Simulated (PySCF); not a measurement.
This script is equivalent to a calculation on He⁺ (helium, charge +1).

```python
from pyscf import gto, scf, dft, mp, cc
import basis_set_exchange as bse
mol = gto.M(atom="He 0 0 0", charge=1, spin=1, symmetry="D2h",
            basis=gto.basis.parse(bse.get_basis("ANO-RCC-VTZP", elements=["He"], fmt="nwchem")),
            nucmod="G")
mf = dft.UKS(mol, xc="LDA,VWN").sfx2c1e()
mf.irrep_nelec = {'Ag': (1, 0)}
mf.kernel()
```

(1) What total energy does it give?

(2) Which occupied shell lies highest, and where?

(3) What is ⟨S²⟩, and what would a pure spin state give?

For one electron the Hartree and exchange-correlation energies should cancel; what remains is the self-interaction error.

Results:

(1) -1.941 hartree (calculated).

(2) 1s α, at -41.083 eV.

(3) 0.750, against 0.75.
